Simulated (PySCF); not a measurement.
The PySCF input:
```python
from pyscf import gto, scf, cc

mol = gto.Mole()
mol.atom = '''
    O    -0.78925999    0.81095077   -1.36203942
    Si   -0.35781682   -0.06572688   -0.08539671
    F    -0.74336833   -1.59853305   -0.38462310
    F    -1.42529929    0.20765253    1.08649939
    Si    1.82324342    0.34619478    0.42082349
    H    -1.66665477    0.78898271   -1.74180188
    H     2.02891960    1.75634343    0.76517673
    H     2.25437275   -0.46040458    1.56814923
    H     2.69947856    0.01884650   -0.70807027
'''
mol.basis = 'def2-svp'
mol.verbose = 4
mol.max_memory = 1800
mol.build()

mf = scf.RHF(mol)
mf.kernel()

mycc = cc.CCSD(mf, frozen=13)
mycc.kernel()
et = mycc.ccsd_t()
print('E(CCSD(T)) = %.10f' % (mycc.e_tot + et))
```

### Question
What does this run give for the number of basis functions, T1 diagnostic, coupled-cluster correlation energy (without the perturbative part), SCF-reference HOMO energy, SCF-reference HOMO-LUMO gap?

### Answer

```yaml
number_of_basis_functions: 98
T1 diagnostic: 0.012
coupled-cluster correlation energy (without the perturbative part): -0.7822 Eh
SCF-reference HOMO energy: -12.75 eV
SCF-reference HOMO-LUMO gap: 15.94 eV
```

### Question
Roughly what does it cost on one core?

### Answer
about 40 core-seconds (a rough figure).
